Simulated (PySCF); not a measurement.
C3H9IOSi (SMILES CO[Si](C)(C)I), singlet, at a GFN2-xTB geometry (all electrons, no relativity); PySCF with CASSCF(2,2)/STO-3G.

Input for PySCF:
```python
from pyscf import gto, scf, mcscf
import numpy

mol = gto.M(
    atom='''
C     2.640200   -0.533531   -0.842280
O     1.423653   -1.204430   -0.986294
Si   -0.084610   -0.620335   -0.975271
C    -0.468676    0.588419   -2.386208
C    -1.185532   -2.147149   -0.905965
I    -0.360895    0.694853    1.122176
H     2.624732    0.109078    0.042064
H     3.423583   -1.282505   -0.728288
H     2.849794    0.079588   -1.721591
H    -1.498413    0.930648   -2.346643
H    -0.314254    0.118358   -3.353865
H     0.168960    1.468315   -2.340037
H    -0.952910   -2.763552   -0.043711
H    -2.228150   -1.855484   -0.838007
H    -1.066565   -2.757978   -1.794355
''',
    basis='sto-3g',
    charge=0,
    spin=0,
    verbose=4,
)

mf = scf.RHF(mol)
mf.kernel()
mc = mcscf.CASSCF(mf, 2, 2)
mc.fix_spin_(ss=0.0)
mc.kernel()
occ = numpy.linalg.eigvalsh(mc.fcisolver.make_rdm1(mc.ci, mc.ncas, mc.nelecas))[::-1]
ss = mc.fcisolver.spin_square(mc.ci, mc.ncas, mc.nelecas)[0]
print('natural occupations', occ.round(4), ' <S^2>', round(ss, 4))
```

**Question.** Predict the main parts of the log of this PySCF run.

**Answer.** 
```
PySCF version 2.14.0

[INPUT] verbose = 4
[INPUT] num. atoms = 15
[INPUT] num. electrons = 102
[INPUT] charge = 0
[INPUT] spin (= nelec alpha-beta = 2S) = 0
[INPUT] symmetry False subgroup None
[INPUT] Mole.unit = angstrom
[INPUT] Symbol           X                Y                Z      unit          X                Y                Z       unit  Magmom
[...]
nuclear repulsion = 664.627105244045
number of shells = 37
number of NR pGTOs = 195
number of NR cGTOs = 65
basis = sto-3g
ecp = {}

******** <class 'pyscf.scf.hf.RHF'> ********
method = RHF
initial guess = minao
damping factor = 0
level_shift factor = 0
DIIS = <class 'pyscf.scf.diis.CDIIS'>
diis_start_cycle = 1
diis_space = 8
diis_damp = 0
SCF conv_tol = 1e-09
SCF conv_tol_grad = None
SCF max_cycles = 50
direct_scf = True
direct_scf_tol = 1e-13
Set gradient conv threshold to 3.16228e-05
Initial guess from minao.
init E= -7306.07564741129
[...]
cycle= 1 E= -7327.59009429859  delta_E= -21.5  |g|= 0.485  |ddm|= 4.41
[...]
cycle= 2 E= -7327.69915547806  delta_E= -0.109  |g|= 0.15  |ddm|= 1.06
[...]
cycle= 3 E= -7327.70852168123  delta_E= -0.00937  |g|= 0.0408  |ddm|= 0.29
[...]
cycle= 4 E= -7327.70959420299  delta_E= -0.00107  |g|= 0.00632  |ddm|= 0.113
[...]
cycle= 5 E= -7327.7096248318  delta_E= -3.06e-05  |g|= 0.00158  |ddm|= 0.0196
[...]
cycle= 6 E= -7327.70962657332  delta_E= -1.74e-06  |g|= 0.000333  |ddm|= 0.00462
[...]
cycle= 7 E= -7327.70962665579  delta_E= -8.25e-08  |g|= 9.45e-05  |ddm|= 0.000992
[...]
cycle= 8 E= -7327.70962666364  delta_E= -7.85e-09  |g|= 2.39e-05  |ddm|= 0.000333
[...]
cycle= 9 E= -7327.70962666422  delta_E= -5.75e-10  |g|= 4.27e-06  |ddm|= 9.95e-05
[...]
Extra cycle  E= -7327.7096266642  delta_E= 2e-11  |g|= 1.67e-06  |ddm|= 9.69e-06
converged SCF energy = -7327.7096266642

******** <class 'pyscf.mcscf.mc1step.CASSCF'> ********
CAS (1e+1e, 2o), ncore = 50, nvir = 13
max_cycle_macro = 50
max_cycle_micro = 4
conv_tol = 1e-07
conv_tol_grad = None
orbital rotation max_stepsize = 0.02
orbital rotation threshold for CI restart = 0.01
augmented hessian ah_max_cycle = 30
augmented hessian ah_conv_tol = 1e-12
augmented hessian ah_linear dependence = 1e-14
augmented hessian ah_level shift = 1e-08
augmented hessian ah_start_tol = 2.5
augmented hessian ah_start_cycle = 3
augmented hessian ah_grad_trust_region = 3
kf_trust_region = 3
kf_interval = 4
ci_response_space = 4
ci_grad_trust_region = 3
with_dep4 0
natorb = False
canonicalization = True
sorting_mo_energy = False
ao2mo_level = 2
internal_rotation = False
******** <class 'pyscf.fci.addons.SpinPenaltyFCISolver'> ********
max. cycles = 50
conv_tol = 1e-08
davidson only = True
linear dependence = 1e-12
level shift = 0.001
max iter space = 12
nroots = 1
pspace_size = 400
spin = None
CASCI E = -7327.70986740781  S^2 = 0.0000000
Set conv_tol_grad to 0.000316228
macro iter   1 (  7 JK    2 micro), CASSCF E = -7327.70987902261  dE = -1.16148003e-05  S^2 = 0.0000000
               |grad[o]|=0.000759  |grad[c]|=0.00279  |ddm|=0.000576  |maxRot[o]|=0.0699
macro iter   2 (  7 JK    2 micro), CASSCF E = -7327.70990438163  dE = -2.53590160e-05  S^2 = 0.0000000
               |grad[o]|=0.000765  |grad[c]|=0.00223  |ddm|=0.00223  |maxRot[o]|=0.0699
macro iter   3 (  7 JK    2 micro), CASSCF E = -7327.70995333489  dE = -4.89532595e-05  S^2 = 0.0000000
               |grad[o]|=0.000787  |grad[c]|=0.00135  |ddm|=0.00617  |maxRot[o]|=0.0521
macro iter   4 (  7 JK    2 micro), CASSCF E = -7327.71009209981  dE = -1.38764916e-04  S^2 = 0.0000000
               |grad[o]|=0.00088  |grad[c]|=0.00171  |ddm|=0.0129  |maxRot[o]|=0.0699
macro iter   5 (  7 JK    2 micro), CASSCF E = -7327.71035154779  dE = -2.59447980e-04  S^2 = 0.0000000
               |grad[o]|=0.0012  |grad[c]|=0.00504  |ddm|=0.00107  |maxRot[o]|=0.0688
macro iter   6 (  7 JK    2 micro), CASSCF E = -7327.71086611806  dE = -5.14570277e-04  S^2 = 0.0000000
               |grad[o]|=0.00174  |grad[c]|=0.00175  |ddm|=0.0098  |maxRot[o]|=0.0699
macro iter   7 ( 21 JK    4 micro), CASSCF E = -7327.71470192675  dE = -3.83580869e-03  S^2 = 0.0000000
               |grad[o]|=0.00286  |grad[c]|=0.00707  |ddm|=0.0479  |maxRot[o]|=0.243
macro iter   8 ( 21 JK    4 micro), CASSCF E = -7327.71996818017  dE = -5.26625342e-03  S^2 = 0.0000000
               |grad[o]|=0.00711  |grad[c]|=0.0195  |ddm|=0.00876  |maxRot[o]|=0.202
macro iter   9 ( 21 JK    4 micro), CASSCF E = -7327.72019227947  dE = -2.24099294e-04  S^2 = 0.0000000
               |grad[o]|=0.00668  |grad[c]|=0.011  |ddm|=0.0049  |maxRot[o]|=0.085
macro iter  10 ( 21 JK    4 micro), CASSCF E = -7327.72048724162  dE = -2.94962152e-04  S^2 = 0.0000000
               |grad[o]|=0.00689  |grad[c]|=0.00979  |ddm|=0.00545  |maxRot[o]|=0.0404
macro iter  11 ( 21 JK    4 micro), CASSCF E = -7327.72041346368  dE =  7.37779374e-05  S^2 = 0.0000000
               |grad[o]|=0.00648  |grad[c]|=0.00943  |ddm|=0.00401  |maxRot[o]|=0.0345
macro iter  12 ( 17 JK    4 micro), CASSCF E = -7327.72183575098  dE = -1.42228730e-03  S^2 = 0.0000000
               |grad[o]|=0.00666  |grad[c]|=0.0056  |ddm|=0.00352  |maxRot[o]|=0.0668
macro iter  13 ( 16 JK    4 micro), CASSCF E = -7327.72221798559  dE = -3.82234616e-04  S^2 = 0.0000000
               |grad[o]|=0.004  |grad[c]|=0.00371  |ddm|=0.00145  |maxRot[o]|=0.0304
macro iter  14 ( 15 JK    4 micro), CASSCF E = -7327.72241055365  dE = -1.92568052e-04  S^2 = 0.0000000
               |grad[o]|=0.00275  |grad[c]|=0.00359  |ddm|=0.000411  |maxRot[o]|=0.0213
macro iter  15 ( 11 JK    4 micro), CASSCF E = -7327.72251398183  dE = -1.03428184e-04  S^2 = 0.0000000
               |grad[o]|=0.00174  |grad[c]|=0.00131  |ddm|=0.000221  |maxRot[o]|=0.0238
macro iter  16 (  3 JK    1 micro), CASSCF E = -7327.72253154136  dE = -1.75595342e-05  S^2 = 0.0000000
               |grad[o]|=0.000692  |grad[c]|=0.000292  |ddm|=3.7e-05  |maxRot[o]|=0.0149
macro iter  17 (  1 JK    1 micro), CASSCF E = -7327.72253154137  dE = -7.27595761e-12  S^2 = 0.0000000
               |grad[o]|=1.52e-05  |grad[c]|=2.26e-06  |ddm|=5.5e-06  |maxRot[o]|=    0
1-step CASSCF converged in  17 macro (210 JK  50 micro) steps
CASSCF canonicalization
Density matrix diagonal elements [1.97917983 0.02082017]
CASSCF energy = -7327.72253154137
CASCI E = -7327.72253154137  E(CI) = -1.54162190217448  S^2 = 0.0000000
natural occupations [1.9792 0.0208]  <S^2> 0.0
```
